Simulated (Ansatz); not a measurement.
Reaction (redistribution): `C=C[SiH2]C=N` + `C[SiH2]N[SiH2]O` → `C=C[SiH2]N[SiH2]O` + `C[SiH2]C=N`

Gas-phase electronic energies from Ansatz, PBE0-D4/def2-TZVP geometries. CCSD(T)/CBS is the MP2 limit (def2-TZVPP, def2-QZVPP) plus CCSD(T) − MP2 in def2-TZVPP, frozen cores. DFT in def2-TZVPP. B3LYP here is the variant with VWN-RPA as its local correlation; programs differ in this. One conformer a species, not always the lowest.

```
             level  ΔE (kJ/mol)  difference from CCSD(T)/CBS
            PBE-D4         -1.7                         -1.5
         r2SCAN-D4         -1.8                         -1.6
           PBE0-D4         -1.6                         -1.4
          B3LYP-D4         -0.9                         -0.7
           ωB97X-V         -0.5                         -0.3
           ωB97M-V         -0.9                         -0.7
            B2PLYP          1.8                          2.0
               PBE          1.0                          1.2
            r2SCAN         -0.9                         -0.7
              PBE0          0.9                          1.1
             B3LYP          3.4                          3.6
     HF/def2-TZVPP          5.1                          5.3
    MP2/def2-TZVPP         -0.8                         -0.6
SCS-MP2/def2-TZVPP          0.6                          0.8
   CCSD/def2-TZVPP          1.0                          1.2
CCSD(T)/def2-TZVPP         -0.2                          0.0
     HF/def2-QZVPP          5.3                          5.5
    MP2/def2-QZVPP         -0.7                         -0.5
SCS-MP2/def2-QZVPP          0.7                          0.9
      HF/CBS(def2)          5.4                          5.6
     MP2/CBS(def2)         -0.8                         -0.6
    CCSD/CBS(def2)          1.0                          1.2
       CCSD(T)/CBS         -0.2                            0
```

Largest T1 diagnostic among the species: 0.012.

In def2-TZVPP, CCSD(T) changes the Hartree–Fock value by −5.3 kJ/mol (the triples alone add −1.2 kJ/mol) and MP2 by −5.9 kJ/mol. The D4 term adds −4.4 kJ/mol with B3LYP and −2.5 kJ/mol with PBE0; it sums over pairs of atoms, weighted by their polarisabilities, and B3LYP, whose exchange is more repulsive, gets the larger term.
